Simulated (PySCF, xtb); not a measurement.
CH₈Cl₂Si₃, SMILES [SiH3]C[Si](Cl)([SiH3])Cl. One conformer was computed; it need not be the lowest.

Harmonic wavenumbers (cm⁻¹) from xtb with GFN2-xTB at its own minimum, in rising order: 31, 42, 80, 94, 100, 122, 145, 176, 206, 352, 442, 450, 472, 489, 509, 523, 677, 699, 766, 778, 781, 789, 792, 798, 806, 1018, 1136, 1443, 2243, 2246, 2250, 2252, 2257, 2287, 2958, 2977.

Q: What does B3LYP-D3(BJ)/def2-SVP (PySCF 2.14.0) give at its own minimum? (The exact figures need the calculation; the answer reports its results.)

A: 28, 82, 100, 113, 121, 130, 172, 203, 233, 381, 490, 506, 515, 540, 575, 591, 719, 763, 773, 878, 937, 940, 943, 954, 958, 1009, 1076, 1376, 2213, 2221, 2225, 2230, 2238, 2249, 3037, 3098. Paired by order, the mean absolute difference is 56 cm⁻¹ and the zero-point energies are 48.9 and 50.9 kcal/mol.
